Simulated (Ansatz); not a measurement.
The cluster Hf₂Te₃, relaxed as a singlet with RKS PBE0-D4/def2-SVP in Ansatz, starting from the GFN2-xTB geometry. Force threshold 0.02 eV/Å.

In the def2 sets Hf, Te take a core potential; there is no spin–orbit coupling. The restricted singlet is unstable towards broken spin symmetry at other levels; at PBE0-D4/def2-SVP this wasn't settled. Another isomer (singlet) lies 2.38 eV lower at PBE0-D4/def2-TZVP; other spin states weren't run for this one.

Start:

```xyz
5

Hf    1.5598    0.5675   -1.4120
Hf   -0.9452    0.0195    0.0376
Te   -2.2417    1.0676   -2.0885
Te    0.8677    0.4584    2.3153
Te    0.7593   -2.1130    1.1476
```

```tsv
step	energy (eV)	largest force component (eV/Å)	SCF passes
1	-24492.8657	1.085	28
2	-24493.3001	0.496	42
3	-24493.6503	0.682	41
4	-24493.9653	0.653	48
5	-24494.2601	1.211	56
6	-24494.6217	0.902	52
7	-24494.8854	1.028	42
8	-24495.1283	0.733	51
9	-24495.3259	0.308	41
10	-24495.3446	0.344	40
11	-24495.3648	0.061	35
12	-24495.3655	0.014	36
```

Force components are those of the run's own axes.

End:

```xyz
5

Hf    0.845   -0.031   -1.157
Hf   -1.329   -0.526    0.109
Te   -1.340    1.593   -1.683
Te    0.743    0.837    1.600
Te    1.080   -1.872    1.131
```

By distances, no bond broke or formed. The bond that changes most is Hf1–Te3, from 3.89 to 2.77 Å (atoms count from 1).

No frequencies were taken in this run, so the end may be a saddle point.

Run time 54 s (4 threads of Intel Xeon Platinum 8488C on a shared host).
